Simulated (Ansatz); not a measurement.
`C=C[CH2][SnH3]` + H–F → `[F][SnH3]` + propene at 500 K and 1 bar (ligand exchange at the Sn–C bond).

Gas-phase electronic energies from Ansatz, PBE0-D4/def2-TZVP geometries. CCSD(T)/CBS adds triple-zeta CCSD(T) − MP2 to the extrapolated MP2 energy (def2 sets, frozen cores). This one scheme is used for every species. def2 core potentials past Kr. For Sn outer-core shells are correlated without core-valence functions, which leaves a few kJ/mol of doubt a bond. Each species was taken in one conformer, which may not be the lowest.

```csv
species,CCSD(T)/CBS energy (Eh),H − E (kJ/mol),S (J/(mol·K))
`C=C[CH2][SnH3]`,-332.95040,283.2,414.7
H–F,-100.39570,39.4,188.7
`[F][SnH3]`,-315.62493,83.7,298.9
`C=CC`,-117.74610,238.4,304.6
```

H − E and S are ideal-gas, rigid-rotor, harmonic terms from PBE0-D4/def2-TZVP, for one conformer and one mirror image of each species. 1 Eh = 2625.50 kJ/mol, R = 8.31446 J/(mol·K).

By hand: ΔE, ΔH, ΔS and ΔG.

ΔE = (-315.62493) + (-117.74610) − (-332.95040) − (-100.39570) = -0.02493 Eh = -65.5 kJ/mol. Δ(H − E) = 83.7 + 238.4 − 283.2 − 39.4 = -0.5, so ΔH = -66.0 kJ/mol. ΔS = 298.9 + 304.6 − 414.7 − 188.7 = 0.1 J/(mol·K). ΔG = -66.0 − 500 × (0.1)/1000 = -66.0 kJ/mol.

By hand: the equilibrium constant, and the temperature at which ΔG would vanish if ΔH and ΔS stayed fixed.

log₁₀ K = −ΔG/(RT ln 10) = 6.9. ΔH and −TΔS have one sign here, so there is no such temperature. One of them is within its doubt of zero, so this could turn.

The number of gas molecules stays the same, so ΔS is small and ΔH decides. A doubt of 5 kJ/mol in ΔE shifts log₁₀ K by 0.5 here. Other conformers and mirror images would add mixing entropy, several J/(mol·K) or more a flexible species. These are equilibria of isolated gas molecules and say nothing of rates. Largest T1 diagnostic: 0.014 (customary marks: 0.02 for closed shells, 0.045 for open ones).
